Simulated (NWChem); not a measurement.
# CH3ClMgN2

```xyz
8

Mg     0.0000     0.0000     0.1696
Cl     0.0000     0.0000     2.3867
C      0.0000     0.0000    -2.2425
N      0.0000    -1.1229    -1.5474
N      0.0000     1.1229    -1.5474
H      0.0000     0.0000    -3.3479
H      0.0000    -1.9879    -2.0711
H      0.0000     1.9879    -2.0711
```
Atoms are numbered in this order, from 1.

Computed with NWChem. Pople sets run with spherical d functions. All runs use the structure optimised with PBE0/def2-SVP. Ions are spin-unrestricted doublets at the neutral geometry; other ion states weren't tried. Functional: LC-ωPBE (HJS hole) with 6-31G*; rows give the range parameter ω in 1/bohr.

Problem. At which range parameter does −ε(HOMO) equal the ΔSCF ionisation energy (optimal tuning)?

Solution. about 0.35 per bohr, by linear interpolation in these runs:
```tsv
range parameter (1/bohr)	vertical ionisation energy, ΔSCF (eV)	−ε(HOMO) (eV)	ΔSCF minus −ε(HOMO) (eV)
0.30	9.27	8.99	0.28
0.40	9.30	9.56	-0.26
0.50	9.30	9.97	-0.67
```
